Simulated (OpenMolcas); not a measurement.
# F2+: Slater's ratio, worked from levels

| Property | Result |
| --- | --- |
| Program | OpenMolcas |
| Basis | ANO-RCC-VTZP [4s3p2d1f] |
| Scalar Hamiltonian | DKH2, point nucleus |
| Active space | 5 electrons in 4 orbitals (2s 2p) |
| State averaging | 2S+1 = 4 odd, 1 root; 2S+1 = 2 odd, 8 roots; 2S+1 = 4 even, 3 roots; 2S+1 = 2 even, 9 roots |
| Spin-orbit coupling | state interaction with AMFI integrals over the reference wave functions, term energies averaged over their components |

Methods: CASSCF; SS-CASPT2, IPEA 0.25 Eh, imaginary shift 0.1 Eh (closed shells correlated: 1s).

**Slater's ratio.** With one set of orbitals, p3 has 2D* - 4S* = 9 F2 and 2P* - 2D* = 6 F2 (F2 = F²/25), a ratio of 2/3. Term energies are centres of gravity, weighted by 2J + 1.

```
   Source  2D* - 4S*  2P* - 4S*  F2 from the first  Ratio
   CASSCF      37612      51668               4179  0.374
SS-CASPT2      34963      52234               3885  0.494
```

Energies in cm-1. A ratio away from 2/3 shows effects beyond one configuration with one set of orbitals, and in heavier atoms second-order spin-orbit shifts. In CASSCF the valence s occupation is 1.94 in 2P* against 2.00 in 2D*: mixing out of s² acts most on 2P* and pulls it down.

CASPT2 breaks the degeneracy within a term, and the mean is taken; among the terms shown or strongly mixed into the levels shown the widest spread is 97 cm-1 (2s2 2p3 2D*, SS-CASPT2). Levels of configurations outside the active space are missing.

* marks odd parity.
